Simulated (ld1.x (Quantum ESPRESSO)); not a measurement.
## What the settings do to the ultrasoft potential of nitrogen (N)

Base potential:

| Item | Value |
| --- | --- |
| Element | N (Z = 7) |
| Generator | ld1.x (Quantum ESPRESSO) 7.5 |
| Type | ultrasoft |
| Functional | PBEsol |
| Relativity | scalar-relativistic |
| Frozen core | [He] |
| Valence charge | 5 |
| Reference configuration | 2s2 2p2 (charge +1) |
| Partial waves | 2s (bound): rcut 0.75, rcutus 0.85 bohr; 2s channel at -1.35 Ry: rcut 0.75, rcutus 0.85 bohr; 2p (bound): rcut 1.90, rcutus 2.05 bohr; 2p channel at 2.05 Ry: rcut 1.90, rcutus 2.05 bohr |
| Local potential | all-electron potential smoothed inside 1.20 bohr (lloc = -1) |
| Core correction | Bessel-smoothed model core inside 0.75 bohr |
| Augmentation charge | built from norm-conserving waves at rcut, not smoothed further |

All-electron outer shells of the reference configuration (PBEsol, scalar-relativistic, ld1.x):

```csv
shell,level (eV),outermost node (bohr),outermost maximum (bohr)
2s,-32.31,0.32,0.99
2p,-20.60,–,0.92
```

Cutoffs, loose and tight: the cutoffs (Ry, on a coarse ladder) from which the occupation-weighted sum of valence levels, in a spherical-Bessel basis at the reference potential, stays within 10 and 1 mRy of its value at 400 Ry. They do not see the model core or the augmentation charge, which bear on the density cutoff. Test errors are all-electron minus pseudo excitation energies from the reference, over the configurations 2s2 2p3; 2s2 2p1; 2s2 2p0; 2s2 2p2.5; 2s0 2p5; 2s1 2p4; 2s1 2p0. A dash means not determined; rows that change the core or the reference have their own tests.

Cutoffs are not given where the Bessel-basis levels miss the radial ones by over 6 mRy, ghosts where they miss by over 20 mRy; a channel whose overlap is not positive is not tested.

A file whose overlap is not positive is unfit for use, and its test errors describe a broken file.

```csv
change,outcome,"cutoff, loose","cutoff, tight",bound ghosts,largest test error (meV)
base,"generated, overlap not positive",–,–,not determined (overlap not positive),-4871
type TM; waves now 2s (bound): rc 0.85 bohr; 2p (bound): rc 2.05 bohr; local potential the p channel,generated,55 Ry,140 Ry,none,+2028
functional PBE,"generated, overlap not positive",–,–,not determined (overlap not positive),-4667
"wave 2p channel at 2.05 Ry: rcut 1.90, rcutus 2.05 bohr becomes 2p channel at -1.36 Ry: rcut 1.90, rcutus 2.05 bohr","generated, overlap not positive",–,–,not determined (overlap not positive),+1592
local potential all-electron potential smoothed inside 0.70 bohr (lloc = -1),"generated, overlap not positive",–,–,not determined (overlap not positive),-5195
"waves 2s (bound): rcut 0.75, rcutus 1.06 bohr; 2s channel at -1.35 Ry: rcut 0.75, rcutus 1.06 bohr","generated, overlap not positive",–,–,not determined (overlap not positive),-4866
core correction Bessel-smoothed model core inside 0.56 bohr,"generated, overlap not positive",–,–,not determined (overlap not positive),-4817
local potential all-electron potential smoothed inside 1.78 bohr (lloc = -1),"generated, misses its reference levels by 1.44 eV",–,–,not determined,-3347
```

Task: What comes out with this change to the base: reference 2s1.75 2p3.25?

Result: outcome: generated, overlap not positive; bound ghosts: not determined (overlap not positive); largest test error (meV): +2307. A file whose overlap is not positive is unfit for use, and its test errors describe a broken file.
